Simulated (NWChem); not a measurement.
Everything below was run with NWChem. System: diantimony (Sb2), charge 0, spin multiplicity 1, at a geometry optimised with PBE/def2-SVP with def2 effective core potentials on Sb. Level: MP2/def2-TZVP with def2 effective core potentials on Sb, 8 core orbitals frozen.

The NWChem input:

```
start mol
memory heap 200 mb stack 900 mb global 1100 mb
geometry units angstroms nocenter noautoz
  Sb     0.000000     0.000000     1.258040
  Sb     0.000000     0.000000    -1.258040
  symmetry group D2h
end
basis spherical
  * library def2-tzvp
end
ecp
  Sb library def2-ecp
end
scf
  rhf
  nopen 0
  maxiter 100
  thresh 1e-7
  semidirect memsize 60000000 filesize 0
end
mp2
  freeze core 8
end
task mp2 energy
```

Output (cleaned and shortened):

```
             Northwest Computational Chemistry Package (NWChem) 7.3.0
             --------------------------------------------------------

                                NWChem Input Module
                                -------------------

 Scaling coordinates for geometry "geometry" by  1.889725989
 (inverse scale =  0.529177249)

 Turning off AUTOSYM since
 SYMMETRY directive was detected!

                             Geometry "geometry" -> ""
                             -------------------------

 Output coordinates in angstroms (scale by  1.889725989 to convert to a.u.)

  No.       Tag          Charge          X              Y              Z
 ---- ---------------- ---------- -------------- -------------- --------------
    1 Sb                  51.0000     0.00000000     0.00000000     1.25804000
    2 Sb                  51.0000     0.00000000     0.00000000    -1.25804000

 Effective nuclear repulsion energy (a.u.)     547.0374648851

            Nuclear Dipole moment (a.u.)
            ----------------------------
        X                 Y               Z
 ---------------- ---------------- ----------------
     0.0000000000     0.0000000000     0.0000000000

      Symmetry information
      --------------------

 Group name             D2h
 Group number             26
 Group order               8
 No. of unique centers     1

      Symmetry unique atoms

     1


 Summary of "ao basis" -> "" (spherical)
 ------------------------------------------------------------------------------
       Tag                 Description            Shells   Functions and Types
 ---------------- ------------------------------  ------  ---------------------
 *                         def2-tzvp                  on all atoms

 Summary of "ao basis" -> "ao basis" (spherical)
 ------------------------------------------------------------------------------
       Tag                 Description            Shells   Functions and Types
 ---------------- ------------------------------  ------  ---------------------
 Sb                        def2-tzvp                16       50   6s5p3d2f
[...]
     1   1 0 0     -0.000000      0.000000      0.000000
     1   0 1 0     -0.000000      0.000000      0.000000
     1   0 0 1      0.000000      0.000000      0.000000

     2   2 0 0    -39.700140      0.000000      0.000000
     2   1 1 0     -0.000000      0.000000      0.000000
     2   1 0 1     -0.000000      0.000000      0.000000
     2   0 2 0    -39.700140      0.000000      0.000000
     2   0 1 1     -0.000000      0.000000      0.000000
     2   0 0 2    -36.982888      0.000000    259.982672

                   NWChem MP2 Semi-direct Energy/Gradient Module
                   ---------------------------------------------

  Basis functions       =    100
  Molecular orbitals    =    100
  Frozen core           =      8
  Frozen virtuals       =      0
  Active alpha occupied =     15
  Active beta occupied  =     15
  Active alpha virtual  =     77
  Active beta virtual   =     77
  Use MO symmetry       = T
  Use skeleton AO sym   = T

  AO/Fock/Back tols     =   1.0D-09  1.0D-09  1.0D-09

 GA uses MA = F    GA memory limited = T

 Available:
  local mem=  1.26D+08
 global mem=  1.44D+08
 local disk=  0.00D+00
  mp2_memr nvloc                    77
  nvloc new                    77
   1 passes of  15:        5242880                      78126                  19707155.
   1 passes of  15: M    126142131           G      144159200           F     120899251.

 Semi-direct pass number   1 of   1  for RHF alpha+beta  at        2.3s
  vrange nnbf                  5014
  mp2_eaftype                    75  avail_ma_in_mb                  1099
 EAF : mp2_eaftype filesize          75    9853577.
  mp2_eaf for mointskh                     75
Node 0 wrote     46.3 Mb in      0.0 s     Agg I/O rate:  1009.0 Mb/s
 Done moints_semi at        8.2s
  mp2_eaftype                    75  avail_ma_in_mb                  1024
 EAF : mp2_eaftype filesize          75    9853577.
  mp2_eaf for kh                    75
 Done maket at        8.6s
 Done multipass loop at        8.6s

          -------------------------------------------
          SCF energy                -478.539951879257
          Correlation energy          -0.686801934547
          Singlet pairs               -0.322310767416
          Triplet pairs               -0.364491167130
          Total MP2 energy          -479.226753813804
          -------------------------------------------

          ---------------------------------------------------
                    Spin Component Scaled (SCS) MP2
          Same spin pairs                     -0.242994111420
          Same spin scaling factor             0.333333333333
          Opposite spin pairs                 -0.443807823126
          Opposite spin scaling fact.          1.200000000000
          SCS-MP2 correlation energy          -0.613567424892
          Total SCS-MP2 energy              -479.153519304149
          ---------------------------------------------------

 -----------------------
 Performance information
 -----------------------

 Timer overhead =  2.54D-07 seconds/call

               Nr. of calls         CPU time (s)                 Wall time (s)                GFlops
             ---------------    -------------------     ------------------------------   -------------------
Name         Min   Avg   Max    Min     Avg     Max     Min     Avg     Max   Mx/calls   Min     Max     Sum
mp2: moin     1     1     1    5.9     5.9     5.9      5.9     5.9     5.9     5.9      0.0     0.0     0.0
mp2: make     1     1     1   0.39    0.39    0.39     0.39    0.39    0.39    0.39      0.0     0.0     0.0
mp2: tota     1     1     1    6.5     6.5     6.5      6.5     6.5     6.5     6.5      0.0     0.0     0.0

 The average no. of pstat calls per process was 3.00D+00
 with a timing overhead of 7.61D-07s

 Task  times  cpu:        8.6s     wall:        8.6s

 Total times  cpu:        8.6s     wall:        8.6s
```
